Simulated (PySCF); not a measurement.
**RbCl⁻ at UHF-SCS-MP2**

Level: UHF-SCS-MP2. basis Rb def2-SVPD with ECP28, Cl def2-SVPD; scalar-relativistic core potentials; PySCF 2.14.

- state: ²Σ⁺ (doublet), unpaired electrons σ ↑
- bond length: 5.763 bohr
- harmonic wavenumber: 169 cm⁻¹
- force constant: 0.414 mdyn/Å
- rotational constant Be: 0.07319 cm⁻¹
- anharmonicity ωexe: 0.982 cm⁻¹
- vibration–rotation constant αe: 0.000545 cm⁻¹
- well depth De to Rb + Cl⁻: 1.21 eV
- dissociation energy D0: 1.20 eV

Correlated steps freeze 5 core orbitals. Correlated levels converge slowly with the basis: in double zeta they bind strong bonds too weakly, by up to about 1 eV, and carry superposition errors of some tenths. Spin–orbit coupling is left out. For an ion De counts to the pair picked by the measured ionisation energies or electron affinities, which need not be the lowest pair at this level. The state is the lowest determinant that a PBE0 search found; another state may lie lower at other levels.
